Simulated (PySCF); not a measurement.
Computed IR spectrum (relative IR intensity) of a molecule C₄H₉NS. The structure is a stationary point at PBE-D3(BJ)/def2-SVP. One conformer was computed; it need not be the lowest. Level of theory: PBE-D3(BJ)/def2-SVP (PySCF). Frequencies are harmonic and unscaled.

Lines under 2 % of the strongest are left out, and lines within 2 cm⁻¹ are merged.

| ν (cm⁻¹) | relative intensity |
|---|---|
| 113 | 2.9 |
| 190 | 2.6 |
| 366 | 2.5 |
| 451 | 3.3 |
| 681 | 7.2 |
| 934 | 4.0 |
| 1116 | 27 |
| 1144 | 26 |
| 1320 | 10.0 |
| 1360 | 15 |
| 1369 | 5.5 |
| 1390 | 7.0 |
| 1393 | 3.2 |
| 1397 | 7.1 |
| 1409 | 3.5 |
| 1427 | 5.5 |
| 1668 | 100 |
| 2904 | 40 |
| 2968 | 20 |
| 2987 | 7.6 |
| 3041 | 15 |
| 3082 | 2.2 |

Q: Identify the compound among the candidates.
(A) CC/N=C\CS
(B) C/N=C(\C)SC
(C) C/N=C\CSC
(D) CCN1CSC1

A: B, C/N=C(\C)SC
